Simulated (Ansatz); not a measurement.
Calculated with Ansatz (gas phase, PBE0-D4/def2-TZVP geometries, no zero-point term in ΔE). CCSD(T)/CBS adds triple-zeta CCSD(T) − MP2 to the extrapolated MP2 energy (def2 sets, frozen cores). DFT in def2-TZVPP. B3LYP here is the variant with VWN-RPA as its local correlation; programs differ in this. def2 core potentials past Kr. For Te outer-core shells are correlated without core-valence functions, which leaves a few kJ/mol of doubt a bond. One conformer a species, not always the lowest.

Reaction (redistribution): `O[Si](F)(Cl)[TeH]` + `COC([SiH3])=S` → `COC(=S)[TeH]` + `O[Si](F)([SiH3])Cl`

```json
{"level": "PBE-D4", "ΔE (kcal/mol)": "11.8", "difference from CCSD(T)/CBS": "-3.7"}
{"level": "r2SCAN-D4", "ΔE (kcal/mol)": "14.0", "difference from CCSD(T)/CBS": "-1.5"}
{"level": "PBE0-D4", "ΔE (kcal/mol)": "14.2", "difference from CCSD(T)/CBS": "-1.3"}
{"level": "B3LYP-D4", "ΔE (kcal/mol)": "13.8", "difference from CCSD(T)/CBS": "-1.7"}
{"level": "ωB97X-V", "ΔE (kcal/mol)": "15.7", "difference from CCSD(T)/CBS": "0.2"}
{"level": "ωB97M-V", "ΔE (kcal/mol)": "17.3", "difference from CCSD(T)/CBS": "1.8"}
{"level": "B2PLYP", "ΔE (kcal/mol)": "14.6", "difference from CCSD(T)/CBS": "-0.9"}
{"level": "PBE", "ΔE (kcal/mol)": "11.7", "difference from CCSD(T)/CBS": "-3.8"}
{"level": "PBE0", "ΔE (kcal/mol)": "14.2", "difference from CCSD(T)/CBS": "-1.3"}
{"level": "HF/def2-TZVPP", "ΔE (kcal/mol)": "18.8", "difference from CCSD(T)/CBS": "3.3"}
{"level": "MP2/def2-TZVPP", "ΔE (kcal/mol)": "15.9", "difference from CCSD(T)/CBS": "0.4"}
{"level": "CCSD(T)/def2-TZVPP", "ΔE (kcal/mol)": "15.3", "difference from CCSD(T)/CBS": "-0.2"}
{"level": "HF/def2-QZVPP", "ΔE (kcal/mol)": "18.9", "difference from CCSD(T)/CBS": "3.4"}
{"level": "MP2/def2-QZVPP", "ΔE (kcal/mol)": "16.0", "difference from CCSD(T)/CBS": "0.5"}
{"level": "SCS-MP2/def2-QZVPP", "ΔE (kcal/mol)": "16.1", "difference from CCSD(T)/CBS": "0.6"}
{"level": "CCSD/CBS(def2)", "ΔE (kcal/mol)": "16.3", "difference from CCSD(T)/CBS": "0.8"}
{"level": "CCSD(T)/CBS", "ΔE (kcal/mol)": "15.5", "difference from CCSD(T)/CBS": "0"}
```

Largest T1 diagnostic among the species: 0.017.

From PBE to PBE0 (25 % exact exchange), in def2-TZVPP and without D4, ΔE moves by +2.5 kcal/mol. In def2-TZVPP, CCSD(T) changes the Hartree–Fock value by −3.5 kcal/mol (the triples alone add −0.8 kcal/mol) and MP2 by −2.9 kcal/mol.
